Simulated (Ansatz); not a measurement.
C$_{2}$H$_{3}$CuFN, SMILES `CC#[N+][Cu-][F]`, relaxed with RKS PBE0-D4/def2-TZVP in Ansatz 0.2.0 from a GFN2-xTB geometry. The force threshold is 0.005 eV/Å; the program also tests the step.

Total charge 0; spin multiplicity 1.

Start:

```xyz
8

C     0.904    0.424   -1.307
C     0.103    0.063   -0.184
N    -0.561   -0.223    0.717
Cu   -1.455   -0.681    2.103
F    -2.323   -1.133    3.461
H     1.929    0.610   -0.984
H     0.899   -0.386   -2.036
H     0.504    1.326   -1.770
```

(1) How much energy does the relaxation release, and in how many steps? (An estimate is asked.)

(2) Which bonds change most? (Best estimate.)

(3) Give the relaxed structure. (Estimate.)

## Answers

(1) The calculation gave: 16.50 kJ/mol, in 5 steps.

(2) Computed: N3–Cu4 from 1.712 to 1.805 Å; Cu4–F5 from 1.673 to 1.760 Å; C1–C2 from 1.426 to 1.443 Å; C2–N3 from 1.154 to 1.147 Å.

(3) The calculation gave: 
```xyz
8

C     0.920    0.436   -1.341
C     0.130    0.063   -0.193
N    -0.498   -0.233    0.720
Cu   -1.482   -0.702    2.159
F    -2.440   -1.159    3.563
H     1.950    0.629   -1.035
H     0.912   -0.372   -2.075
H     0.509    1.338   -1.798
```
